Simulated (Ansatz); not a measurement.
Reactions of C₂H₅GeNS (`[SH][GeH2][C]1=NC1`).

Gas-phase electronic energies from Ansatz, PBE0-D4/def2-TZVP geometries. CCSD(T)/CBS adds triple-zeta CCSD(T) − MP2 to the extrapolated MP2 energy (def2 sets, frozen cores). This one scheme is used for every species, atoms too. DFT in def2-TZVPP. Open shells (•) are unrestricted, without spin–orbit coupling. Spin–orbit coupling would lower the free atoms: a little for C, S; clearly for Ge. Elements past krypton have def2 core potentials. Bonds to Ge, Te are less sure, by a few kJ/mol each and by 10 to 20 or more in all where they break to atoms, as the def2 sets lack core-valence functions. Scalar relativity is left out up to krypton. Each species was taken in one conformer, which may not be the lowest.

```csv
reaction,CCSD/CBS(def2) (kJ/mol),PBE0-D4 (kJ/mol)
`[SH][GeH2][C]1=NC1` → `C1=NC1` + `[SH][GeH]`,102,108
`[SH][GeH2][C]1=NC1` + H₂S → `[SH][GeH2][SH]` + `C1=NC1`,-40,-44
`[SH][GeH2][C]1=NC1` + H–F → `[F][GeH2][SH]` + `C1=NC1`,-54,-52
`[SH][GeH2][C]1=NC1` → 2 C• + Ge• + 5 H• + N• + S•,3407,3507
`[SH][GeH2][C]1=NC1` + H₂ → `C1=NC1` + `[SH][GeH3]`,-16,-13
`[SH][GeH2][C]1=NC1` + PH₃ → `[PH2][GeH2][SH]` + `C1=NC1`,-20,-26
`[SH][GeH2][C]1=NC1` + H₂O → `[OH][GeH2][SH]` + `C1=NC1`,-24,-23
`[SH][GeH2][C]1=NC1` + `O[SiH3]` → `[SiH3][O][GeH2][SH]` + `C1=NC1`,-43,-38
`[SH][GeH2][C]1=NC1` → `S[CH]1N=[CH][GeH2]1`,42,43
`[SH][GeH2][C]1=NC1` + H₂Te → `[TeH]C1=NC1` + `[SH][GeH3]`,20,16
```

Question: Give the CCSD(T)/CBS values in the same order. (An estimate is asked.)

Answer: Computed: 105, -39, -50, 3483, -9, -20, -22, -41, 39, 18 kJ/mol.

Largest T1 diagnostic: 0.015, for `[SH][GeH]`.
